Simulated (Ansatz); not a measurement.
Ansatz results at the PBE0-D4/def2-TZVP geometry: LUMO energy (B3LYP/def2-TZVPP) 0.19 eV; HOMO energy (B3LYP/def2-TZVPP) -7.02 eV; HOMO energy (PBE0/def2-TZVPP) -7.22 eV.

Question: Which molecule gave them?
A. `C[N+]1(C)[Al@H-]([CH3])[N+](C)(C)[Al@@H-]1[CH3]`
B. `CC[B@-]1(C)[Br+][B@-](C)(CC)[Br+]1`
C. `F[B@H-]1[Cl+][B@H-](F)[Cl+]1`
D. `[F][Al@H-]1[F+][Al@@H-]([F])[F+]1`

Answer: A. The others give `CC[B@-]1(C)[Br+][B@-](C)(CC)[Br+]1`: -0.72, -7.67, -7.88; `[F][Al@H-]1[F+][Al@@H-]([F])[F+]1`: -0.55, -9.74, -9.94; `F[B@H-]1[Cl+][B@H-](F)[Cl+]1`: -0.94, -9.05, -9.25.

B3LYP here is the variant with VWN-RPA as its local correlation; programs differ in this.
